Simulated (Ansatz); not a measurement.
CH₃BrClIn, SMILES `[CH3][In]([Cl])[Br]`, 7 atoms. Total charge 0; spin multiplicity 1. Correlated methods include outer-core shells of Br, In, which these sets cover unevenly. Scalar relativity is left out up to krypton. In: def2 effective core potential. All runs use 4 threads of a server CPU on a shared host. Correlated methods freeze the cores.

Question: How many basis functions does each run have, and how long does it take in Ansatz? RKS CAM-B3LYP-D4/def2-TZVPP energy; RKS LC-ωPBE/def2-TZVPP energy; RKS SPW92 (LDA)/def2-TZVPP energy; direct RPA on PBE orbitals/def2-TZVPP energy; RKS PBE0-D4/def2-TZVP relaxation (6 steps); RKS ωB97M-V/def2-SVP energy; RHF-CCSD(T)/def2-TZVPP energy; RHF-CCSD(T)/def2-SVP energy; RKS PBE0-D4/def2-SVP energy; RKS ωB97M-V/def2-QZVPP energy; RHF-MP2/def2-QZVPP energy; RKS PBE0-D4/def2-QZVPP energy. (Best estimate.)

Answer: Computed: Other jobs shared the machine, so times are rough.

```
                                level                   job  functions  wall time  peak host memory (GiB)
                 RKS PBE0-D4/def2-SVP                energy        105      2.4 s                    0.24
               RKS LC-ωPBE/def2-TZVPP                energy        213      4.5 s                    0.42
           RKS SPW92 (LDA)/def2-TZVPP                energy        213        5 s                    0.29
          RKS CAM-B3LYP-D4/def2-TZVPP                energy        213        7 s                    0.79
direct RPA on PBE orbitals/def2-TZVPP                energy        213        9 s                    0.49
                 RKS ωB97M-V/def2-SVP                energy        105      9.5 s                    0.36
                 RHF-CCSD(T)/def2-SVP                energy        105       11 s                    0.48
               RKS PBE0-D4/def2-QZVPP                energy        388       16 s                     1.3
                   RHF-MP2/def2-QZVPP                energy        388       28 s                     1.8
               RKS ωB97M-V/def2-QZVPP                energy        388       33 s                     1.6
                RKS PBE0-D4/def2-TZVP  relaxation (6 steps)        184       99 s                    0.57
               RHF-CCSD(T)/def2-TZVPP                energy        213    4.1 min                     3.3
```

LC-ωPBE has ω = 0.4 bohr⁻¹.
